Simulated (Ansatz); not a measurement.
Gas-phase electronic energies from Ansatz, PBE0-D4/def2-TZVP geometries. CCSD(T)/CBS adds triple-zeta CCSD(T) − MP2 to the extrapolated MP2 energy (def2 sets, frozen cores). For Ge outer-core shells are correlated without core-valence functions, which leaves a few kJ/mol of doubt a bond. Scalar relativity is left out up to krypton. Each species was taken in one conformer, which may not be the lowest.

Consider the redistribution: `[CH3][GeH2][CH]=O` + `CB[SiH2]C` → `C[BH][GeH2][CH3]` + `C[SiH2]C=O`.

`[CH3][GeH2][CH]=O`:

Cartesian coordinates in Å:
```
C -0.327 1.249 0.759
Ge -0.258 0.004 -0.733
C 0.729 -1.638 -0.136
O 1.166 -1.744 0.978
H -0.856 2.159 0.477
H -0.839 0.785 1.602
H 0.686 1.507 1.070
H -1.660 -0.435 -1.200
H 0.488 0.583 -1.951
H 0.872 -2.470 -0.867
```

`CB[SiH2]C`:

Cartesian coordinates in Å:
```
C 1.708 -0.723 -0.737
B 0.708 0.402 -1.115
Si -0.962 0.854 -0.074
C -1.240 -0.186 1.466
H 2.741 -0.533 -1.039
H 1.677 -1.073 0.297
H 1.379 -1.573 -1.362
H 0.907 1.014 -2.131
H -2.147 0.730 -0.978
H -0.883 2.297 0.310
H -0.403 -0.081 2.161
H -2.150 0.116 1.989
H -1.334 -1.244 1.211
```

`C[BH][GeH2][CH3]`:

Z-matrix (Å, degrees):
```
C
B 1 1.550
H 1 1.091 2 116.2
H 1 1.105 2 103.6 3 -116.4
H 1 1.093 2 114.1 3 130.0
Ge 2 2.068 1 123.9 3 21.2
H 2 1.202 1 118.5 3 -163.7
C 6 1.963 2 113.4 1 -146.6
H 6 1.547 2 112.5 1 -22.4
H 6 1.550 2 107.7 1 94.2
H 8 1.091 6 110.0 2 -56.0
H 8 1.091 6 110.5 2 63.8
H 8 1.090 6 110.5 2 -176.1
```

`C[SiH2]C=O`:

```xyz
10

C    -1.176    0.284    0.789
Si    0.359    0.607   -0.210
C     1.118   -1.066   -0.785
O     0.621   -2.127   -0.500
H    -0.939   -0.328    1.661
H    -1.911   -0.258    0.190
H    -1.628    1.217    1.131
H     1.414    1.317    0.567
H     0.091    1.406   -1.439
H     2.050   -1.052   -1.403
```

| level | ΔE (eV) |
| --- | --- |
| MP2/def2-QZVPP | -0.19 |
| MP2/CBS(def2) | -0.20 |

What does CCSD(T)/CBS give? (Estimate.)

Ansatz gave: -0.18 eV. The listed levels differ from it by -0.01, -0.02 eV.

Largest T1 diagnostic among the species: 0.014.
